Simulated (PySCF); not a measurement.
## Interval between two levels of Zr³⁺ by level of theory

Zr³⁺ [Kr] 4d1 [2D5/2, M_J = 5/2] → Zr³⁺ [Kr] 5s1 [2S1/2, M_J = 1/2], as a difference of total energies. Computed with PySCF 2.14 in x2c-TZVPall-2c with one added diffuse shell each of s, p, d type (9s10p8d1f, 86 functions), with the two-component X2C-1e Hamiltonian. Correlated levels: [Ar] 3d10 frozen; the 6 highest virtual spinors dropped. "Screened" scales the spin-orbit matrix elements by Boettger's factors to mimic the two-electron term; Breit and QED terms are absent.

```csv
method,interval between two levels (cm⁻¹)
GHF (spin-free),39167
GMP2 (spin-free),35874
GHF (screened spin-orbit),38647
GMP2 (screened spin-orbit),35332
```
